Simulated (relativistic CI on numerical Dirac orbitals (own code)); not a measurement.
# Crystal-field levels of Er3+, 4f11

Calculated by Dirac-Coulomb-Breit CI, separate exchange-only KLI orbitals for each configuration, model QED (radiative potential, 1s self-energy scaled to tabulated hydrogen-like ionisation energies), valence Slater integrals scaled by 0.7, one configuration in a parametric crystal field (own radial code).

Field parameters in Wybourne normalisation. The field is a parameter set, without covalency.

S is read from ⟨S²⟩ = S(S + 1).

Levels (cm⁻¹, degeneracy): 0 (2), 1 (2), 20 (2), 137 (2), 139 (2), 252 (2), 356 (2), 399 (2), 6569 (2), 6579 (2), 6588 (2), 6626 (2).

Question: Which field gives this pattern?
A. D3d, B20 = -180, B40 = -190, B43 = 110, B60 = 180, B63 = 390, B66 = -770 cm⁻¹
B. D3d, B20 = -1120, B40 = -1990, B43 = 270, B60 = 770, B63 = 540, B66 = 100 cm⁻¹
C. D3d, B20 = 2100, B40 = 630, B43 = -420, B60 = 310, B63 = -210, B66 = 700 cm⁻¹

Answer: A. D3d, B20 = -180, B40 = -190, B43 = 110, B60 = 180, B63 = 390, B66 = -770 cm⁻¹, ground level with S = 1.47.
